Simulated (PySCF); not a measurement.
F3S, SMILES F[S+](F)F, charge +1.

Coordinates come from a B3LYP-D3(BJ)/def2-TZVP optimisation. The isomer is the one that the SMILES or the coordinates give; other isomers of the formula were not compared.

Calculation: TDA-LC-ωPBE/def2-SVPD (PySCF).

Vertical excitations; the highest root listed may be one member of a degenerate set. Gas-phase values at a fixed geometry. State labels are in the subgroup Cs.

Computed UV-visible absorptions:
| state | symmetry | energy (eV) | λ (nm) | f | main pairs |
|---|---|---|---|---|---|
| S1 | A" | 9.02 | 137 | 0.085 | HOMO→LUMO (degenerate set) |
| S2 | A' | 9.02 | 137 | 0.085 | HOMO→LUMO+1 (degenerate set) |
| S3 | A' | 10.53 | 118 | 0.037 | HOMO−1→LUMO (degenerate set) |
| S4 | A" | 10.53 | 118 | 0.037 | HOMO−1→LUMO+1 (degenerate set) |
| S5 | A" | 10.54 | 118 | 0.000 | HOMO−2→LUMO+1 49 %, HOMO−3→LUMO 49 % |
| S6 | A" | 10.68 | 116 | 0.003 | HOMO−3→LUMO, HOMO−2→LUMO+1 (degenerate set) |
| S7 | A' | 10.68 | 116 | 0.003 | HOMO−2→LUMO, HOMO−3→LUMO+1 (degenerate set) |
| S8 | A' | 10.89 | 114 | 0.006 | HOMO→LUMO+2 59 %, HOMO−2→LUMO 18 %, HOMO−3→LUMO+1 18 % |
| S9 | A' | 10.99 | 113 | 0.063 | HOMO→LUMO+2 34 %, HOMO−3→LUMO+1 30 %, HOMO−2→LUMO 30 % |
| S10 | A" | 11.85 | 105 | 0.000 | HOMO−4→LUMO 42 %, HOMO−5→LUMO+1 42 %, HOMO−1→LUMO+2 13 % |
| T1 | A" | 6.73 | 184 | 0 | HOMO→LUMO (degenerate set) |
| T2 | A' | 6.73 | 184 | 0 | HOMO→LUMO+1 (degenerate set) |
| T3 | A" | 9.67 | 128 | 0 | HOMO−1→LUMO+1 (degenerate set) |
| T4 | A' | 9.67 | 128 | 0 | HOMO−1→LUMO (degenerate set) |
Triplets are in the Tamm–Dancoff approximation.
